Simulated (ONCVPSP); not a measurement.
**u(r) = r·R(r): atom against pseudo-atom (Sr)**

Columns: radius, all-electron u(r) and pseudo u(r) of the 4s shell (level -40.87 eV) of strontium in the configuration [Ar] 3d10 4s2 4p6 5s2; PBEsol, scalar-relativistic, ONCV scheme, ONCVPSP 4.0.1.

| r (bohr) | all-electron | pseudo |
| --- | --- | --- |
| 0.123 | 0.3207 | 0.0903 |
| 0.245 | -0.2178 | 0.1866 |
| 0.368 | -0.5118 | 0.2945 |
| 0.490 | -0.3213 | 0.4123 |
| 0.613 | 0.0629 | 0.5370 |
| 0.735 | 0.4333 | 0.6582 |
| 0.858 | 0.7144 | 0.7673 |
| 0.980 | 0.8881 | 0.8523 |
| 1.103 | 0.9712 | 0.9069 |
| 1.225 | 0.9841 | 0.9259 |
| 1.348 | 0.9486 | 0.9100 |
| 1.470 | 0.8835 | 0.8637 |
| 1.593 | 0.8016 | 0.7943 |
| 1.715 | 0.7139 | 0.7123 |
| 1.838 | 0.6258 | 0.6256 |
| 1.960 | 0.5426 | 0.5426 |
| 2.083 | 0.4655 | 0.4654 |
| 2.205 | 0.3967 | 0.3967 |
| 2.328 | 0.3356 | 0.3355 |
| 2.450 | 0.2828 | 0.2827 |
| 2.573 | 0.2369 | 0.2369 |
| 2.695 | 0.1981 | 0.1980 |
| 2.818 | 0.1649 | 0.1649 |
| 2.940 | 0.1371 | 0.1371 |
| 3.063 | 0.1137 | 0.1136 |
| 3.185 | 0.0942 | 0.0942 |

Problem. How many radial nodes do the two functions have?

Solution. The all-electron 4s function has n − l − 1 = 3 (the table is too coarse to show those close to the nucleus); the pseudo-wave has 0, since the states of the same l below it are removed with the core.

Problem. At about which radius was the pseudo-wave matched?

Solution. 1.95 bohr, where the columns begin to agree (steps of 0.12 bohr).

Problem. Is the pseudo-wave norm-conserving?

Solution. Yes: the ONCV scheme keeps the norm inside the radius equal to the all-electron one, which fixes the energy derivative of the logarithmic derivative at the level.
